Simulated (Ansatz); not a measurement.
Reaction (ligand exchange at a Ge–C bond): `N=[C](S)[GeH3]` + `CN[SiH3]` → `C[N]([SiH3])[GeH3]` + `N=CS`

Computed with Ansatz on PBE0-D4/def2-TZVP structures; ΔE is electronic, products minus reactants. CCSD(T)/CBS is the MP2 limit (def2-TZVPP, def2-QZVPP) plus CCSD(T) − MP2 in def2-TZVPP, frozen cores. This one scheme is used for every species. DFT in def2-TZVPP. B3LYP here is the variant with VWN-RPA as its local correlation; programs differ in this. For Ge outer-core shells are correlated without core-valence functions, which leaves a few kJ/mol of doubt a bond. Scalar relativity is left out up to krypton. Each species was taken in one conformer, which may not be the lowest.

```tsv
level	ΔE (kJ/mol)	difference from CCSD(T)/CBS
PBE-D4	-18.0	7.3
r2SCAN-D4	-21.7	3.6
B3LYP-D4	-23.9	1.4
ωB97X-V	-27.6	-2.3
ωB97M-V	-26.2	-0.9
MP2/def2-TZVPP	-29.7	-4.4
CCSD(T)/def2-TZVPP	-28.2	-2.9
HF/def2-QZVPP	-33.1	-7.8
MP2/def2-QZVPP	-28.2	-2.9
SCS-MP2/def2-QZVPP	-29.4	-4.1
CCSD(T)/CBS	-25.3	0
```

Largest T1 diagnostic among the species: 0.014.

The D4 term adds −3.2 kJ/mol with B3LYP and −1.8 kJ/mol with PBE0; it sums over pairs of atoms, weighted by their polarisabilities, and B3LYP, whose exchange is more repulsive, gets the larger term. From PBE to PBE0 (25 % exact exchange), in def2-TZVPP and without D4, ΔE moves by −4.7 kJ/mol. In def2-TZVPP, CCSD(T) changes the Hartree–Fock value by +4.6 kJ/mol (the triples alone add +1.1 kJ/mol) and MP2 by +3.0 kJ/mol.
